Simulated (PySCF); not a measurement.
## Polarisability and C₆ of Mn (manganese, neutral)

[Ar] 3d7, high-spin 4F determinant (an excited configuration). All numbers are calculated (PySCF 2.14, scalar relativity by spin-free X2C-1e, in ANO-RCC-VTZP). Coupled (time-dependent) response in atomic units; α is the mean over directions. The basis has no added diffuse functions, which lowers α and C₆.

| method | mean α (bohr³) | α xx, yy, zz | C₆ (like pair) | S(−4) |
| --- | --- | --- | --- | --- |
| MN15 | 105.9 | 104.8, 104.8, 108.1 | 264.0 | 300000 |

S(−4) is the Cauchy moment in α(ω) = α(0) + S(−4) ω² + …

α(iu) at MN15:

| u (hartree) | α(iu) (bohr³) |
| --- | --- |
| 0 | 105.9 |
| 0.0500 | 32.03 |
| 0.100 | 18.01 |
| 0.200 | 8.822 |
| 0.300 | 6.112 |
| 0.500 | 4.388 |
| 0.750 | 3.598 |
| 1.00 | 3.103 |
| 1.50 | 2.355 |
| 2.00 | 1.797 |
| 3.00 | 1.089 |
| 5.00 | 0.4924 |

A single London oscillator, α(iu) = α/(1 + u²/ω²), gives C₆ = (3/4) ω α². Matching the computed C₆ needs ω = 4 × 264.0 / (3 × 105.9²) = 0.0314 hartree.

The components differ because the open shell of this determinant is not spherical; for a pure term their mean is the scalar polarisability.
